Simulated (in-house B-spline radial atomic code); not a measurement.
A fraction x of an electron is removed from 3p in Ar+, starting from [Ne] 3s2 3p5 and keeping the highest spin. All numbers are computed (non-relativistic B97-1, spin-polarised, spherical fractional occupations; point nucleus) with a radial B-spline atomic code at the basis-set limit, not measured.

Caution: exact exchange at fractional occupations of open shells leaves self-interaction of up to several eV.

| x | E(x) - E(0) (eV) | 3p down level (eV) |
| --- | --- | --- |
| 0 | 0.0000 | -22.073 |
| 0.01 | 0.2213 | -22.184 |
| 0.18 | 4.1526 | -24.072 |
| 0.31 | 7.3769 | -25.535 |
| 0.48 | 11.8819 | -27.470 |
| 0.5 | 12.4336 | -27.699 |
| 0.61 | 15.5502 | -28.967 |
| 0.67 | 17.3090 | -29.662 |
| 0.8 | 21.2634 | -31.177 |
| 0.97 | 26.7333 | -33.178 |
| 1 | 27.7340 | -33.533 |

The exact functional would give a straight line between the two integer points. Deviations E(x) - E(0) - x[E(1) - E(0)], in eV: -0.056 at x = 0.01, -0.84 at x = 0.18, -1.221 at x = 0.31, -1.43 at x = 0.48, -1.433 at x = 0.5, -1.368 at x = 0.61, -1.273 at x = 0.67, -0.924 at x = 0.8, -0.169 at x = 0.97.

The curve lies below the straight line by up to 1.433 eV (at x = 0.5): convex, the delocalisation error, to which spherically averaged exact exchange adds.

Q: How well does Slater's transition state (minus the level at half occupation) give the ionisation energy?

A: It gives 27.699 eV against 27.734 eV from the two total energies; NIST lists 27.63 eV, ground level to ground level. The end point has an open shell averaged over its orbitals, so its exact exchange keeps a self-interaction and this is no true integer point.
